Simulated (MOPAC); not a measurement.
MOPAC input (PM7):

```
PM7 PRECISE GNORM=0.05 LET XYZ GEO-OK AUX(PRECISION=9) THREADS=1
FK

K    -0.00000000 1   -0.00000000 1   -0.70776611 1
F     0.00000000 1    0.00000000 1    1.49417289 1
```

Q: What heat of formation does the run end on?

A: -72.47 kcal/mol.
